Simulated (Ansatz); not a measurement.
Consider the substitution at a C–O bond: `C[SiH2]C(O)F` + HBr → `C[SiH2]C(F)Br` + H₂O.

Computed with Ansatz on PBE0-D4/def2-TZVP structures; ΔE is electronic, products minus reactants. CCSD(T)/CBS is the MP2 limit (def2-TZVPP, def2-QZVPP) plus CCSD(T) − MP2 in def2-TZVPP, frozen cores. This one scheme is used for every species. DFT in def2-TZVPP. For Br outer-core shells are correlated without core-valence functions, which leaves a few kJ/mol of doubt a bond. Scalar relativity is left out up to krypton. One conformer a species, not always the lowest.

`C[SiH2]C(O)F`:

Z-matrix (Å, degrees):
```
C
Si 1 1.863
H 1 1.092 2 110.2
H 1 1.092 2 110.2 3 119.5
H 1 1.092 2 111.1 3 -120.2
C 2 1.914 1 109.4 3 -59.9
H 2 1.488 1 112.1 3 -178.9
H 2 1.487 1 112.1 3 58.6
F 6 1.402 2 108.5 1 63.0
O 6 1.379 2 108.9 1 -56.3
H 6 1.099 2 113.2 1 178.9
H 10 0.963 6 109.6 2 -171.6
```

HBr:

```xyz
2

Br    0.447   -0.525    0.169
H    -0.447    0.525   -0.169
```

`C[SiH2]C(F)Br`:

```xyz
11

C    -0.816   -0.584    1.219
Si   -0.164    0.786    0.144
C     0.791    0.057   -1.338
F    -0.012   -0.757   -2.090
Br    2.307   -0.983   -0.674
H     0.003   -1.171    1.638
H    -1.456   -1.251    0.637
H    -1.407   -0.175    2.042
H     0.783    1.682    0.854
H    -1.270    1.599   -0.432
H     1.241    0.798   -2.001
```

H₂O:

Z-matrix (Å, degrees):
```
O
H 1 0.960
H 1 0.960 2 105.1
```

```
        level  ΔE (kJ/mol)
      PBE0-D4         -4.8
HF/def2-TZVPP         11.9
```

(1) What does CCSD(T)/CBS give? (An estimate is asked.)

Largest T1 diagnostic among the species: 0.012.

## Answers

(1) The calculation gave: -11.9 kJ/mol. The listed levels differ from it by 7.1, 23.8 kJ/mol.

The D4 term adds −6.0 kJ/mol with B3LYP and −3.1 kJ/mol with PBE0; it sums over pairs of atoms, weighted by their polarisabilities, and B3LYP, whose exchange is more repulsive, gets the larger term. In def2-TZVPP, CCSD(T) changes the Hartree–Fock value by −17.2 kJ/mol (the triples alone add −3.1 kJ/mol) and MP2 by −25.2 kJ/mol.

B3LYP here is the variant with VWN-RPA as its local correlation; programs differ in this.
